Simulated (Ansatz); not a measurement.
TiAl6⁺. Total charge 1; doublet. Geometry r2SCAN-D4/def2-SVP.

Cartesian coordinates in Å:
```
Ti -0.0165 -1.0141 1.8996
Al 0.1116 -1.4542 -0.6913
Al -2.1070 -0.4182 0.4727
Al 2.0971 -0.1752 0.6378
Al 1.2551 0.9116 -1.5206
Al -1.2275 0.7661 -1.6206
Al -0.1129 1.3840 0.8224
```

At PBE-D4/def2-TZVP, r2SCAN-D4/def2-TZVP, r2SCANh-D4/def2-TZVP, PBE0-D4/def2-TZVP the charge 1 doublet is spin-contaminated (final ⟨S²⟩ up to 1.58, 0.75 for a pure state). The structure comes from a short search, and lower isomers may exist.

(1) Estimate the α-spin orbital energies around the gap (eV) in Ansatz with PBE-D4/def2-TZVP, r2SCAN-D4/def2-TZVP, r2SCANh-D4/def2-TZVP, PBE0-D4/def2-TZVP.

Results:

(1) 
```
orbital  PBE-D4/def2-TZVP  r2SCAN-D4/def2-TZVP  r2SCANh-D4/def2-TZVP  PBE0-D4/def2-TZVP
 HOMO−9            -13.47               -13.80                -14.27             -14.78
 HOMO−8            -12.51               -12.76                -13.17             -13.64
 HOMO−7            -12.07               -12.21                -12.59             -13.09
 HOMO−6            -10.31               -10.44                -10.73             -11.06
 HOMO−5            -10.10               -10.23                -10.57             -11.03
 HOMO−4             -9.13                -9.24                 -9.46              -9.84
 HOMO−3             -8.99                -9.03                 -9.39              -9.70
 HOMO−2             -8.77                -8.94                 -9.22              -9.49
 HOMO−1             -8.70                -8.93                 -9.19              -9.48
   HOMO             -8.42                -8.71                 -9.10              -9.43
   LUMO             -7.94                -7.73                 -7.38              -7.06
 LUMO+1             -7.31                -7.08                 -6.86              -6.64
 LUMO+2             -7.21                -7.08                 -6.84              -6.55
 LUMO+3             -7.13                -7.06                 -6.71              -6.24
 LUMO+4             -7.12                -7.04                 -6.60              -6.17
 LUMO+5             -6.71                -6.57                 -6.23              -5.96
 β HOMO             -8.62                -8.71                 -8.91              -9.20
 β LUMO             -7.78                -7.60                 -7.28              -6.90
```
